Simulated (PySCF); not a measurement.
# Computed structure and properties of [Sm(H2O)]2+

System: [Sm(H2O)]2+ (singlet in the valence; each metal's 4f electrons, 6 of them, lie in its core potential, out of spins and levels); start: template (C2v). Method: PySCF 2.14.0, RKS PBE, Sm lcecp-0-SVP with ECP52, O def2-SVP, H def2-SVP; non-relativistic Hamiltonian with scalar-relativistic core potentials where named; density fitting; no spin-orbit coupling.

Input of the relaxation:

```python
mol = gto.M(atom='''
Sm     0.00000     0.00000    -0.28866
O      0.00000     0.00000     2.36884
H      0.77000    -0.00000     2.95884
H     -0.77000     0.00000     2.95884''',
    basis={'Sm': 'lcecp-0-SVP', 'O': 'def2-SVP', 'H': 'def2-SVP'},
    ecp={'Sm': 'lcecp-0-SVP'},
    charge=2, spin=0)
mf = dft.RKS(mol, xc='PBE')
mf.grids.atom_grid = (50, 194)  # f atoms: unpruned, at least (60, 302)
mf = mf.density_fit()  # fitting sets: Sm AutoAux, O def2-universal-JKFIT, H def2-universal-JKFIT
mf.conv_tol = 1e-08; mf.max_cycle = 55
mf.kernel(dm0)  # dm0: converged density of the start geometry
# quasi-Newton relaxation in Cartesian coordinates to a largest gradient under 0.00045 Eh/bohr, steps kept in the point group
```

Run from Python with OMP_NUM_THREADS=2; the lines above give its settings. Where DIIS fails, smearing, a level shift and second-order steps follow.
It took 6.2 s on 2 threads of Arm Neoverse V2 (shared host), from the converged density of the start.

Course of the relaxation:

| step | energy above end (eV) | largest force component within the symmetry (eV/Å) |
| --- | --- | --- |
| 0 | 0.1173 | 1.736 |
| 1 | 0.0673 | 0.723 |
| 2 | 0.0157 | 0.553 |
| 3 | 0.0037 | 0.529 |
| 4 | 0.0001 | 0.077 |
| 5 | 0.0000 | 0.003 |

Relaxed geometry (C2v):

```xyz
4

Sm    0.0000    0.0000   -0.1387
O     0.0000    0.0000    2.3029
H     0.7731    0.0000    2.9168
H    -0.7731    0.0000    2.9168
```

```
     contact      Å
Sm1–O2 (H2O)  2.442
```

On the finer grid (75, 302):

```json
{
  "HOMO": "not given (4f levels lie in the core)",
  "LUMO": "not given (4f levels lie in the core)",
  "Dipole about the centre of mass": "2.05 D",
  "Set of Mulliken populations of Sm1 outside the core potential": "s 2.04, p 6.04, d 0.17, f 0.01",
  "D3(BJ) dispersion energy (not in the energies)": "-0.068 eV"
}
```

```
atom  Mulliken (e)  Löwdin (e)  spin (e)
 Sm1          1.74        1.68      0.00
  O2         -0.29       -0.03      0.00
  H3          0.28        0.17      0.00
  H4          0.28        0.17      0.00
```

The 4f levels lie in the core potential and are missing. Their spin isn't counted.

On the grid (50, 194), as all that follows. Harmonic modes: a minimum; lowest 324 cm⁻¹ (negative: unstable), highest 3628 cm⁻¹, zero-point energy 0.635 eV.

Taking off one H2O (charge 0, singlet; the rest: singlet) in vacuum, both parts rigid, costs 2.49 eV; the small basis without counterpoise inflates it. Parting with an electron moved from the ligand to the metal can be far cheaper, even downhill.

Rigid scan of H2O along the line from its metal:

```
distance to O2 (Å)  energy (eV)
              2.14        0.442
              2.24        0.168
              2.34        0.036
              2.44        0.000
              2.54        0.027
              2.64        0.095
              2.84        0.293
```

One start shape was tried, so this needn't be the lowest isomer.

An lcecp potential fixes the number of 4f electrons, so in runs with it no electron can move into or out of that shell.
